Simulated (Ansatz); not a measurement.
Basis-set series for C3H5Cl2Ga, SMILES `C=C[CH2][Ga]([Cl])[Cl]`. Total charge 0; spin multiplicity 1. All single points use the PBE0-D4/def2-TZVP geometry. It is one conformer, not always the lowest.

```xyz
11

C     1.4849    0.7313   -0.1252
C     0.2399    1.1665   -0.2582
C    -1.0083    0.3969    0.0350
Ga   -0.6707   -1.5230    0.2310
Cl   -1.0309   -2.9112   -1.3548
Cl    0.0632   -2.4359    2.0207
H     2.3339    1.3656   -0.3495
H     1.7214   -0.2699    0.2324
H     0.0876    2.1879   -0.6048
H    -1.7349    0.5206   -0.7733
H    -1.4860    0.7712    0.9467
```

```tsv
functional	basis	functions	energy (Eh)	HOMO (eV)	LUMO (eV)
PBE0-D4	def2-SVP	135	-2961.36937	-7.94	-1.08
PBE0-D4	def2-QZVPP	550	-2962.13584	-8.03	-1.28
ωB97M-V	def2-SVP	135	-2961.85305	-10.16	0.75
ωB97M-V	def2-QZVPP	550	-2962.61824	-10.27	0.41
```

Task: Give the rows for def2-TZVPP. (Best estimate.)

Result: Ansatz gave: 
```tsv
functional	basis	functions	energy (Eh)	HOMO (eV)	LUMO (eV)
PBE0-D4	def2-TZVPP	295	-2962.05930	-8.01	-1.22
ωB97M-V	def2-TZVPP	295	-2962.54461	-10.24	0.55
```

Positive LUMOs are unbound and depend on the basis. Scalar relativity is left out up to krypton.
